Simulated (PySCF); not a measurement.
Input for PySCF: R-HF/3-21G on F2GaHO (SMILES [OH][Ga]([F])[F]), a point of a torsion scan.

```python
from pyscf import gto, scf, dft, mp
from pyscf.data.elements import chemcore

mol = gto.M(
    atom='''
    O     1.26522956   -0.34514676   -0.36181221
    Ga   -0.44622815   -0.12344641   -0.43397952
    F    -1.17545144    1.24743437    0.35293084
    F    -1.48122225   -1.15105054   -1.35759451
    H     1.70881384   -0.00760739    0.42094865
    ''',
    basis='3-21g',
    charge=0, spin=0, verbose=3, max_memory=1800)
mf = scf.RHF(mol)
mf.conv_tol = 1e-8
mf.max_cycle = 100
mf.kernel()
if not mf.converged:
    mf = mf.newton().run(mf.mo_coeff, mf.mo_occ)
```

Problem. Give the final energy of this run.

Solution. -2186.8338 hartree.
